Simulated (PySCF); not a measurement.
Positional isomers: benzothiophene methyl+silyl. Isolated molecules, 0 K electronic values unless said otherwise. Strings in code marks are SMILES.

Level of theory: PySCF with B3LYP-D3(BJ)/def2-TZVP // B3LYP-D3(BJ)/def2-SVP. All candidates: neutral, multiplicity 1. B3LYP has the VWN-RPA correlation part, as in Gaussian. Delta-SCF ions had no search for a lower state. Excitations are Tamm–Dancoff values on a coarser integration grid. The basis has no diffuse functions, so Rydberg states are missing or too high.

The vertical ionisation energy (Delta-SCF) is 7.91 eV. The HOMO–LUMO gap comes out as 4.98 eV. The T1 excitation (TDA) is 3.33 eV.

Question: Identify which member has these values.
A. `Cc1cc([SiH3])c2sccc2c1`
B. `Cc1c([SiH3])sc2ccccc12`
C. `Cc1c([SiH3])ccc2ccsc12`

Answer: A, `Cc1cc([SiH3])c2sccc2c1`. The others give `Cc1c([SiH3])ccc2ccsc12`: 7.83 eV, 4.80 eV, 3.20 eV; `Cc1c([SiH3])sc2ccccc12`: 7.78 eV, 4.76 eV, 3.14 eV
